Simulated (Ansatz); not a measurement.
Two members of one family (Series GeMe2X2), computed with Ansatz in the gas phase. A negative affinity means that the extra electron isn't bound at that geometry and level; within about 0.2 eV of zero the sign isn't settled. Binding counts from free atoms in the multiplicity of their measured ground term, without zero-point energy. Sets without diffuse functions give affinities that are too small. A dash marks a value that wasn't run or was left out as unsound. The structures are stationary points that may keep the symmetry of their start. Remarks come from the PBE and PBE0 runs and from stability tests at other levels; not every state was tested. A HOMO above zero means that the electron is unbound at that level and held by the basis, or that self-interaction error raises the level; the energy of removing that electron tells which. HOMO above LUMO (over both spins in singlets and doublets, within one spin in higher multiplets; at PBE or PBE0), or a gap under 0.15 eV within one spin, warns that the state may not be the lowest or that an electron is smeared out.

First: Ge(OEt)2Me2 (singlet, charge 0, PBE-D4/def2-SVP geometry).

Cartesian coordinates in Å:
```
Ge -0.126 1.089 -0.016
O 0.017 0.453 -1.693
C -0.352 -0.892 -1.970
C 0.127 -1.256 -3.365
H 0.097 -1.585 -1.218
H -1.462 -1.023 -1.905
H -0.156 -2.298 -3.623
H -0.318 -0.575 -4.120
H 1.230 -1.165 -3.432
O 0.847 -0.074 0.972
C 0.474 -0.509 2.268
C 1.132 -1.853 2.552
H 0.797 0.235 3.040
H -0.635 -0.606 2.374
H 0.897 -2.201 3.578
H 0.779 -2.619 1.830
H 2.233 -1.771 2.450
C -1.997 1.082 0.579
H -2.097 1.504 1.597
H -2.405 0.052 0.580
H -2.597 1.698 -0.121
C 0.749 2.827 -0.077
H 0.236 3.486 -0.806
H 1.800 2.692 -0.394
H 0.730 3.308 0.920
```

| level | HOMO (eV) | LUMO (eV) | gap (eV) | vertical IE (eV) | vertical EA (eV) | vertical triplet (eV) | binding per atom (eV) |
| --- | --- | --- | --- | --- | --- | --- | --- |
| PBE-D4/def2-SVP | -5.71 | 0.27 | 5.98 | – | – | – | 4.10 |
| PBE-D4/def2-TZVP | -5.87 | -0.16 | 5.71 | 8.48 | -1.52 | 5.88 | 4.07 |
| r2SCAN-D4/def2-TZVP | -6.18 | 0.43 | 6.61 | – | – | 6.37 | 4.01 |
| B3LYP-D4/6-31G | -6.88 | 1.03 | 7.91 | – | – | – | 3.93 |
| PBE0-D4/def2-TZVP | -7.38 | 0.66 | 8.05 | 9.06 | -1.83 | – | 4.01 |

Remarks: gap within one spin near zero at PBE or PBE0 (+1 doublet), HOMO above zero (-1 doublet).

Second: GeMe2(NEt2)2 (singlet, charge 0, PBE-D4/def2-SVP geometry).

Cartesian coordinates in Å:
```
Ge 0.177 1.090 0.034
C 1.819 1.922 0.731
H 2.290 2.589 -0.020
H 2.556 1.151 1.031
H 1.563 2.526 1.622
C -1.112 2.443 -0.585
H -2.049 1.963 -0.929
H -0.669 2.997 -1.435
H -1.360 3.170 0.215
N -0.701 0.042 1.291
C -0.062 -1.167 1.785
C 0.677 -0.999 3.120
C -1.979 0.402 1.886
C -3.176 -0.373 1.316
H 0.651 -1.522 1.008
H -0.817 -1.983 1.885
H 1.506 -0.268 3.028
H -0.004 -0.632 3.918
H 1.105 -1.963 3.468
H -1.944 0.255 2.993
H -2.156 1.490 1.750
H -3.308 -0.156 0.236
H -3.035 -1.469 1.421
H -4.119 -0.105 1.840
N 0.688 -0.079 -1.314
C -0.309 -0.950 -1.915
C -0.867 -0.449 -3.254
C 2.042 -0.168 -1.835
C 2.857 -1.342 -1.275
H -1.143 -1.076 -1.188
H 0.112 -1.976 -2.054
H -1.384 0.524 -3.130
H -0.059 -0.305 -4.002
H -1.592 -1.172 -3.685
H 2.018 -0.240 -2.949
H 2.582 0.779 -1.625
H 3.001 -1.238 -0.180
H 2.342 -2.310 -1.452
H 3.858 -1.404 -1.751
```

Task: Estimate how these quantities change from the first to the second (second minus first).

Result: 
| level | Δ HOMO (eV) | Δ LUMO (eV) | Δ gap (eV) | Δ vertical IE (eV) | Δ vertical EA (eV) | Δ vertical triplet (eV) | Δ binding per atom (eV) |
| --- | --- | --- | --- | --- | --- | --- | --- |
| PBE-D4/def2-SVP | 1.39 | 0.10 | -1.29 | – | – | – | 0.01 |
| PBE-D4/def2-TZVP | 1.42 | 0.07 | -1.35 | -1.72 | 0.16 | -1.22 | 0.00 |
| r2SCAN-D4/def2-TZVP | 1.52 | 0.05 | -1.47 | – | – | -1.29 | -0.01 |
| B3LYP-D4/6-31G | 1.72 | 0.37 | -1.36 | – | – | – | 0.03 |
| PBE0-D4/def2-TZVP | 1.68 | 0.04 | -1.63 | -1.92 | 0.10 | – | 0.01 |

Remarks: gap within one spin near zero at PBE or PBE0 (+1 doublet), HOMO above zero (-1 doublet), gap within one spin near zero at PBE or PBE0 (triplet).
